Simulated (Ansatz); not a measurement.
Total energies of `C[Si](O)Cl` radical.

```xyz
8

C    -0.0250   -1.1651    0.1448
Si   -0.2292    0.5164   -0.6254
O    -0.6852    1.5314    0.5857
Cl    1.5876    1.1418   -1.4150
H     0.3085   -1.8901   -0.5988
H     0.7191   -1.1058    0.9441
H    -0.9738   -1.5003    0.5684
H    -0.7020    2.4715    0.3961
```

The species carries charge 0 and has multiplicity 2. The geometry is a stationary point of PBE0-D4/def2-TZVP. It is one conformer, not always the lowest. Basis def2-TZVPP, the Gaussian-basis code of Ansatz.

RPA on PBE orbitals: Hartree–Fock energy of these orbitals -863.59791 Eh, correlation -1.16106 Eh (frozen core).

| functional | energy without D4 (Eh) | D4 term (kJ/mol) |
| --- | --- | --- |
| LDA (SPW92) | -862.00544 | – |
| revPBE | -865.38972 | -50.3 |
| r2SCAN | -865.45971 | -4.0 |
| B3LYP | -865.61057 | -27.9 |
| HSE06 (plane-wave form) | -865.15139 | -13.5 |
| BHLYP | -865.51147 | -22.0 |
| CAM-B3LYP | -865.54599 | -14.7 |
| LC-ωPBE | -865.28850 | – |
| ωB97X-V | -865.41759 | – |
| B2PLYP | -865.23656 | – |

**Question.** Give the same for PBE, BLYP, B97M-V, PBE0, r2SCANh, r2SCAN0, ωB97M-V, PBE-QIDH. (Best estimate.)

**Answer.** The calculation gave: 
```csv
functional,energy without D4 (Eh),D4 term (kJ/mol)
PBE,-865.09934,-17.1
BLYP,-865.53112,-37.7
B97M-V,-865.35621,–
PBE0,-865.17142,-14.4
r2SCANh,-865.45073,-4.3
r2SCAN0,-865.43817,-4.7
ωB97M-V,-865.48191,–
PBE-QIDH,-864.98767,–
```

B3LYP takes the VWN-RPA correlation (the form of Gaussian; ORCA's B3LYP/G). HSE06 is the plane-wave form, built on full-range PBE exchange. The double hybrids freeze the cores in their second-order part.

LC-ωPBE has ω = 0.4 bohr⁻¹.
